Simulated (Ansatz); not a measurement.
Born–Oppenheimer molecular dynamics of ClH3HfO3 (8 atoms, charge 0, multiplicity 1). It starts from a relaxed structure.

These are results of RHF/def2-SVP in Ansatz 0.2.0, not measurements.

```yaml
ensemble: NVT, Nosé–Hoover chain
time_step: 0.5 fs
steps_asked: 150
set_temperature: 100 K
thermostat: time constant 100 fs, chain length 3 (defaults)
seed: 157813
```

First frame:

```xyz
8
Properties=species:S:1:pos:R:3
Hf -0.144 -0.140 0.067
O -0.228 0.067 1.979
H -0.270 0.142 2.913
O 1.686 -0.340 -0.497
H 2.578 -0.463 -0.762
Cl -1.077 1.832 -0.976
O -1.170 -1.677 -0.472
H -1.655 -2.442 -0.715
```

Problem. How far do the bonds stretch over the last three quarters of this one trajectory? (Pairs bonded in most of those frames.)

Solution. 
```csv
bond,mean (Å),spread (Å),shortest,longest
Hf1–O2,1.925,0.008,1.91,1.94
Hf1–O4,1.934,0.021,1.90,1.97
Hf1–Cl6,2.417,0.021,2.39,2.44
Hf1–O7,1.921,0.005,1.91,1.93
O2–H3,0.938,0.004,0.93,0.94
O4–H5,0.939,0.001,0.94,0.94
O7–H8,0.939,0.002,0.94,0.94
```

Mean temperature of the second half: 38 K. The conserved energy stayed within 0.0094 meV per atom of its start (net change 0.0086 meV per atom), so the integration is sound. The mean temperature of the second half is 62 % below the set value. A run of 0.075 ps of so small a system gives no equilibrium averages.

Run time: 5.8 min on 1 thread of Arm Neoverse V2, on a shared host, peak memory 0.21 GiB.
